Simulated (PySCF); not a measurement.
# Spinor energies of Co+ (cobalt, charge +1)

Start: [Ar] 3d8; 3d3/2 filled at m_j = -3/2, -1/2, +1/2, +3/2; 3d5/2 filled at m_j = -1/2, +1/2, +3/2, +5/2. Calculated with PySCF 2.14 in x2c-SVPall-2c (5s5p3d1f, 42 functions): generalised Hartree-Fock with the X2C-1e Hamiltonian and a Gaussian nucleus; one run each with spin-orbit coupling (SO) switched off, then screened by Boettger's factors.

| spinor shell | electrons | ε, spin-free (eV) | ε, screened SO (eV) | weight of nominal j (screened SO) | rms radius, screened SO (bohr) |
| --- | --- | --- | --- | --- | --- |
| 1s1/2 | 2 | -7776.2 | -7776.1 | 1.000 | 0.0649 |
| 2s1/2 | 2 | -966.09 | -966.05 | 1.000 | 0.276 |
| 2p1/2 | 2 | -824.22 | -834.74 | 0.999 | 0.247 |
| 2p3/2 | 4 | -824.22 | -819.01 | 0.999 | 0.250 |
| 3s1/2 | 2 | -127.95 | -127.94 | 1.000 | 0.836 |
| 3p1/2 | 2 | -85.119 | -88.544 | 0.778 | 0.892 |
| 3d3/2 | 4 | -19.831 | -19.755 | 0.689 | 1.28 |
| 3d5/2 | 4 | -19.831 | -19.906 | 0.735 | 1.27 |

(1) Where does 3p3/2 lie, and what is the 3p spin-orbit splitting (screened SO)?

```tsv
quantity	spin-free	screened SO
E (hartree)	-1391.35182	-1391.37330
M_J	4	4
⟨J²⟩	20.014	20.014
⟨L²⟩	12.007	12.012
⟨S²⟩	2.007	2.006
```

Each row is a mean over spinors that exchange with the open shell spreads, by up to 9.707 eV (3p3/2).

Rows whose weight is well below 1 are mixtures of j = l ± 1/2: exchange outweighs spin-orbit coupling there, and the label is only the starting occupation.

Without spin-orbit coupling the j labels of p, d and f shells carry no meaning; the spin-free column gives the mean over the occupied spinors of each nl shell.

Results:

(1) At -83.399 eV, 5.146 eV above 3p1/2.
